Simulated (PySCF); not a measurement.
Vertical excitations of a molecule C₁₁H₉N from TDA-PBE/def2-SVP in PySCF 2.14.0, as energy in eV (oscillator strength): 3.72 (0.009), 4.24 (0.003), 4.39 (0.001), 4.58 (0.051), 4.64 (0.032), 4.86 (0.169). Lowest triplet (TDA): 3.45 eV. Geometry optimised at PBE0-D3(BJ)/def2-SVP. The values are those of a single conformer.

Task: Identify the compound among the candidates.
(A) N#C/C=C\C=C\c1ccccc1
(B) c1ccc(-c2cccnc2)cc1
(C) C=C(/C=C/C#N)c1ccccc1
(D) c1ccc(-c2ccncc2)cc1

Result: B, c1ccc(-c2cccnc2)cc1
